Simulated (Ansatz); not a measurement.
`[F][Al]([SH])[Br]` + `CC([SiH3])[TeH]` → `[CH3][Al]([SH])[Br]` + `FC([SiH3])[TeH]`  (redistribution)

Computed with Ansatz on PBE0-D4/def2-TZVP structures; ΔE is electronic, products minus reactants. CCSD(T)/CBS adds triple-zeta CCSD(T) − MP2 to the extrapolated MP2 energy (def2 sets, frozen cores). Functionals use def2-TZVPP. Elements past krypton have def2 core potentials. For Br, Te outer-core shells are correlated without core-valence functions, which leaves a few kJ/mol of doubt a bond. Scalar relativity is left out up to krypton. One conformer a species, not always the lowest.

`[F][Al]([SH])[Br]`:

Cartesian coordinates in Å:
```
F -1.777 1.117 -0.626
Al -0.372 0.333 -0.323
S -0.179 -0.720 1.550
Br 1.260 0.391 -1.848
H 1.068 -1.121 1.246
```

`CC([SiH3])[TeH]`:

Z-matrix (Å, degrees):
```
C
C 1 1.523
H 1 1.094 2 110.3
H 1 1.094 2 112.0 3 -119.6
H 1 1.094 2 111.6 3 119.4
Si 2 1.876 1 112.9 3 -60.9
Te 2 2.167 1 108.1 3 178.3
H 2 1.092 1 110.2 3 63.2
H 6 1.486 2 109.3 1 -56.5
H 6 1.493 2 109.7 1 62.7
H 6 1.486 2 110.7 1 -177.6
H 7 1.658 2 94.4 1 178.2
```

`[CH3][Al]([SH])[Br]`:

Z-matrix (Å, degrees):
```
C
Al 1 1.936
H 1 1.094 2 110.2
H 1 1.094 2 110.2 3 117.9
H 1 1.092 2 112.5 3 -121.0
S 2 2.176 1 124.9 3 121.2
Br 2 2.257 1 120.7 3 -58.8
H 6 1.345 2 92.8 1 -0.0
```

`FC([SiH3])[TeH]`:

Z-matrix (Å, degrees):
```
C
Si 1 1.897
Te 1 2.152 2 108.8
F 1 1.384 2 111.1 3 -123.3
H 1 1.093 2 111.5 3 115.9
H 2 1.485 1 109.4 3 165.8
H 2 1.486 1 109.2 3 45.7
H 2 1.484 1 108.1 3 -74.0
H 3 1.659 1 94.0 2 148.9
```

(1) Is it downhill or uphill in electronic energy at CCSD(T)/CBS, and by how much? (Best estimate.)

(2) What do these levels give: r2SCAN-D4, PBE0-D4, ωB97X-V, ωB97M-V, B2PLYP, PBE, r2SCAN, MP2/def2-TZVPP, CCSD(T)/def2-TZVPP, HF/def2-QZVPP, MP2/def2-QZVPP, CCSD/CBS(def2)? (Best estimate.)

Largest T1 diagnostic among the species: 0.012.

## Answers

(1) The calculation gave: Uphill: ΔE = +2.50 eV.

(2) The calculation gave: r2SCAN-D4 2.32, PBE0-D4 2.31, ωB97X-V 2.34, ωB97M-V 2.34, B2PLYP 2.40, PBE 2.16, r2SCAN 2.31, MP2/def2-TZVPP 2.62, CCSD(T)/def2-TZVPP 2.48, HF/def2-QZVPP 2.48, MP2/def2-QZVPP 2.65, CCSD/CBS(def2) 2.51 eV.

The D4 term adds +0.06 eV with B3LYP and +0.03 eV with PBE0; it sums over pairs of atoms, weighted by their polarisabilities, and B3LYP, whose exchange is more repulsive, gets the larger term. From PBE to PBE0 (25 % exact exchange), in def2-TZVPP and without D4, ΔE moves by +0.12 eV.

B3LYP here is the variant with VWN-RPA as its local correlation; programs differ in this.
